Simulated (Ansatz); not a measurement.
Isolated molecules relaxed with PBE0-D4/def2-TZVP in Ansatz; ΔE leaves out vibrations. CCSD(T)/CBS adds triple-zeta CCSD(T) − MP2 to the extrapolated MP2 energy (def2 sets, frozen cores). This one scheme is used for every species, atoms too. Functionals use def2-TZVPP. Open shells (•) are unrestricted, without spin–orbit coupling. Spin–orbit coupling would lower the free atoms: a little for Al, C, Cl, F, Si. Each species was taken in one conformer, which may not be the lowest.

Reaction (atomization): `C[SiH2][Al]([F])[Cl]` → Al• + C• + Cl• + F• + 5 H• + Si•

`C[SiH2][Al]([F])[Cl]`:

Cartesian coordinates in Å:
```
C -0.588 -1.093 1.108
Si -0.307 0.617 0.386
Al 0.998 0.577 -1.671
F 1.560 -0.843 -2.289
Cl 1.473 2.305 -2.753
H 0.362 -1.577 1.341
H -1.174 -1.027 2.027
H -1.126 -1.729 0.403
H -1.608 1.282 0.087
H 0.409 1.488 1.361
```

What is ΔE at CCSD(T)/CBS? (Estimate.)

Ansatz gave: +3506.1 kJ/mol.

What do these levels give: PBE-D4, r2SCAN-D4, PBE0-D4, PBE0, MP2/def2-TZVPP, MP2/CBS(def2)? (Best estimate.)

Computed: PBE-D4 3505.8, r2SCAN-D4 3509.5, PBE0-D4 3472.7, PBE0 3454.6, MP2/def2-TZVPP 3466.1, MP2/CBS(def2) 3559.0 kJ/mol.

Largest T1 diagnostic among the species: 0.018.

In def2-TZVPP, CCSD(T) changes the Hartree–Fock value by +728.4 kJ/mol (the triples alone add +41.9 kJ/mol) and MP2 by +781.3 kJ/mol; breaking electron pairs costs correlation energy, which Hartree–Fock lacks. The D4 term adds +34.1 kJ/mol with B3LYP and +18.1 kJ/mol with PBE0; it sums over pairs of atoms, weighted by their polarisabilities, and B3LYP, whose exchange is more repulsive, gets the larger term.

B3LYP here is the variant with VWN-RPA as its local correlation; programs differ in this.

For atomizations the MP2-based limit and the directly extrapolated one differ by several kJ/mol either way, and by 10 to 25 for some Ge, Se and Sn compounds, so smaller differences from it don't rank the levels.
